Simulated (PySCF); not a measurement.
Spectra and structures to be paired. The calculation used TDDFT wB97X-D/def2-SVPD, vertical, gas phase, core orbitals frozen in the response (PySCF 2.14.0, density-fitted response routines). Geometries: GFN2-xTB; one conformer of each isolated species. Triplets are in the Tamm–Dancoff approximation. Ions are computed without counter-ions or solvent.

A. `C1CC[S+](C)C1`
B. `O[SiH]1C=C[SiH2]C=C1`
C. `F[C@@]1(Cl)CCCC1=S`
D. `Cl[C@H]1CC[SiH2]O[SiH2]1`
E. `[SiH3]O[SiH]1C=CC=C1`

Lowest singlet levels (six at most, fewer where fewer were computed) with oscillator strengths:

1. 6.69 eV (f 0.007); 7.29 eV (f 0.003); 7.31 eV (f 0.005); 7.50 eV (f 0.010); 7.64 eV (f 0.002); 7.89 eV (f 0.002); T1 6.12 eV
2. 5.32 eV (f 0.005); 5.81 eV (f 0.005); 6.16 eV (f 0.000); 6.54 eV (f 0.178); 6.74 eV (f 0.000); 6.91 eV (f 0.010); T1 4.20 eV
3. 4.14 eV (f 0.042); 5.17 eV (f 0.002); 5.80 eV (f 0.006); 6.81 eV (f 0.000); 6.87 eV (f 0.010); 7.17 eV (f 0.001); T1 2.56 eV
4. 2.24 eV (f 0.000); 5.15 eV (f 0.126); 5.55 eV (f 0.087); 5.94 eV (f 0.017); 6.42 eV (f 0.007); 6.68 eV (f 0.050); T1 1.82 eV
5. 7.87 eV (f 0.039); 8.03 eV (f 0.038); 8.68 eV (f 0.003); 8.96 eV (f 0.005); 8.97 eV (f 0.003); 9.23 eV (f 0.001); T1 6.79 eV

Question: Which spectrum belongs to which structure?

Answer: 1 = D, 2 = B, 3 = E, 4 = C, 5 = A.
- A: S1 at 7.87 eV, HOMO→LUMO (94%); Löwdin shares by element: HOMO sulfur 52%, carbon 24% or more (atoms not listed hold the other 24%); LUMO sulfur 50%, carbon 35% or more (atoms not listed hold the other 15%); HOMO -15.86 and LUMO -3.02 eV.
- B: S1 at 5.32 eV, HOMO→LUMO (88%); Löwdin shares by element: HOMO carbon 54% (atoms not listed hold the other 46%); LUMO carbon 59% (atoms not listed hold the other 41%); HOMO -9.55 and LUMO 0.57 eV; point group Cs, 2 of its 6 listed states under f = 0.0005.
- C: S1 at 2.24 eV, HOMO→LUMO (98%); S1 has the pattern of n→π* at C=S; HOMO -8.65 and LUMO -1.09 eV.
- D: S1 at 6.69 eV, HOMO→LUMO (67%), HOMO→LUMO+2 (14%); Löwdin shares by element: HOMO chlorine 30%, carbon 20% or more, oxygen 12%, silicon 10% or more (atoms not listed hold the other 28%); LUMO silicon 35%, chlorine 14%, oxygen 8% (atoms not listed hold the other 43%); HOMO -9.65 and LUMO 1.56 eV.
- E: S1 at 4.14 eV, HOMO→LUMO (98%); Löwdin shares by element: HOMO carbon 88%; LUMO carbon 72% (atoms not listed hold the other 28%); HOMO -8.53 and LUMO 0.03 eV.
